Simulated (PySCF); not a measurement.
**Electronic absorption of C6H6P2**

Compound: C6H6P2.
SMILES with atom numbers: `[CH:1]#[C:2][CH2:3]/[P:4]=[P:5]/[CH2:6][C:7]#[CH:8]` (hydrogens: H9 on C1; H10, H11 on C3; H12, H13 on C6; H14 on C8)

Theory: PySCF 2.14.0, density-fitted response routines, TDDFT CAM-B3LYP/def2-SVPD, vertical, gas phase, core orbitals frozen in the response. Isolated species at its GFN2-xTB geometry (one conformer only). Torsions of this conformer, `[CH:1]#[C:2][CH2:3]/[P:4]=[P:5]/[CH2:6][C:7]#[CH:8]`: C2–C3–P4–P5 -13°, P4–P5–C6–C7 -11°.

Question: What does the calculation give for the low-lying excited states?

Answer: 

```csv
state,E (eV),E (hartree),f,symmetry,"main configurations (H = HOMO, L = LUMO)"
S1,3.37,0.1240,0.0001,–,"H→L (61%), H-1→L (37%)"
S2,4.04,0.1486,0.0024,A,H-2→L (96%)
S3,4.36,0.1602,0.080,B,"H-1→L (56%), H→L (33%)"
S4,4.96,0.1824,0.0078,B,"H-5→L (75%), H-3→L (13%), H-6→L (8%)"
S5,5.32,0.1957,0.019,B,"H-3→L (75%), H-5→L (15%)"
S6,5.35,0.1965,0.0005,–,"H-4→L (90%), H-3→L (8%)"
S7,5.98,0.2198,0.0002,–,"H-1→L+1 (49%), H→L+1 (32%)"
S8,6.43,0.2362,0.0002,–,"H-6→L (23%), H-2→L+6 (13%), H-2→L+5 (8%)"
```

Triplets (Tamm–Dancoff): T1 2.14 eV, H-1→L (55%), H→L (41%); T2 2.49 eV, H→L (55%), H-1→L (41%); T3 3.67 eV, H-2→L (91%).

The lowest singlet lies at 3.37 eV (368 nm, ultraviolet) and is dark (f under 0.0005); its leading configuration is HOMO→LUMO (61%). The most intense listed level is S3 at 4.36 eV (284 nm, f = 0.080), 0.99 eV above S1. Löwdin shares by element: HOMO (one of a set within 0.03 eV) phosphorus 78%, carbon 12% or more; LUMO phosphorus 83%, carbon 11% or more. The listed states span 3.05 eV, and the widest gap between neighbours is 0.67 eV (S1 to S2). Of the 8 states listed, 2 reach f = 0.01 and 4 stay under 0.0005. Orbital energies (eV): HOMO-3 -9.33, HOMO-2 -8.44, HOMO-1 -8.36, HOMO -8.33, LUMO -1.31, LUMO+1 1.05, LUMO+2 1.38. No computed singlet lies in the visible range (380 to 750 nm); the lowest, at 368 nm, stands 0.11 eV above its violet end (3.26 eV); a Tamm–Dancoff triplet lies at 581 nm, without intensity as long as spin–orbit coupling is left out. Symmetry labels in C2 follow from the direction of the transition dipole and are given only for states with f of 0.002 or more. Singlets were solved by full linear response, triplets in the Tamm–Dancoff approximation.

The run took 57 s of wall time (grids of density and orbitals included) on an Arm Neoverse V1 with one thread (shared host), and the process peaked at 1.0 GiB of memory.
